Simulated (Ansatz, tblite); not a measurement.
Forces on MoO2⁻ at its PBE-D4/def2-TZVPD geometry. Total charge -1; doublet.

In the def2 sets Mo takes a core potential; there is no spin–orbit coupling. The xTB rows come from tblite. At PBE-D4/def2-TZVPD the charge -1 doublet is spin-contaminated (final ⟨S²⟩ up to 1.31, 0.75 for a pure state). At PBE-D4/def2-TZVPD the highest occupied level of the charge -1 doublet lies above zero (up to 0.67 eV). Its loss leaves the charge 0 singlet, which lies 2.36 eV higher (vertical, at PBE-D4/def2-TZVPD), but this difference is unsure: the singlet is doubtful (geometry relaxed on an unsound state). The geometry of the doublet was relaxed on an unsound state (⟨S²⟩ 1.30, where a pure state has 0.75). At PBE0-D4/def2-TZVPD a quartet of charge -1 lies 0.43 eV below the doublet, each at its own geometry. The structure comes from a short search, and lower isomers may exist.

GFN1-xTB (tblite), largest force 2.13 eV/Å:

```xyz
3
positions Å, forces eV/Å
Mo    0.030    0.058    0.598   -0.108   -0.204   -2.118
O    -1.464    0.243   -0.252    0.769   -0.032    1.036
O     1.433   -0.301   -0.347   -0.662    0.237    1.082
```

GFN2-xTB (tblite), largest force 2.86 eV/Å:

```
Mo -0.144 -0.274 -2.838
O -0.283 0.203 1.431
O 0.427 0.070 1.408
```

PBE-D4/def2-TZVPD (Ansatz), largest force 0.04 eV/Å:

```
Mo 0.002 0.004 0.041
O -0.023 0.002 -0.020
O 0.021 -0.006 -0.021
```
